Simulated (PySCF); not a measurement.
**Ionisation energy of Ti²⁺ by level of theory**

Ti²⁺ [Ar] 3d2 (3F) → Ti³⁺ [Ar] 3d1 (2D), as a difference of total energies. All numbers are calculated (PySCF 2.14, no relativity, point nucleus, in cc-pVDZ (6s5p3d1f, 43 functions)). Correlated levels: valence: [Ar] frozen. The calculations carry no spin-orbit coupling.

```csv
method,ionisation energy (eV),difference from reference (eV)
UHF,27.129,-0.363
TPSS,28.575,+1.083
MN15,28.088,+0.596
MP2 (valence),27.202,-0.290
SCS-MP2 (valence),27.153,-0.339
```

Reference: 27.492 eV (measured; NIST Atomic Spectra Database, ionization energies).

These non-relativistic numbers lack the scalar-relativistic shift.

The reference lies between the lowest fine-structure levels, while these numbers refer to the centres of the terms.

Errors of the correlated levels include the incompleteness of this basis and the frozen core.
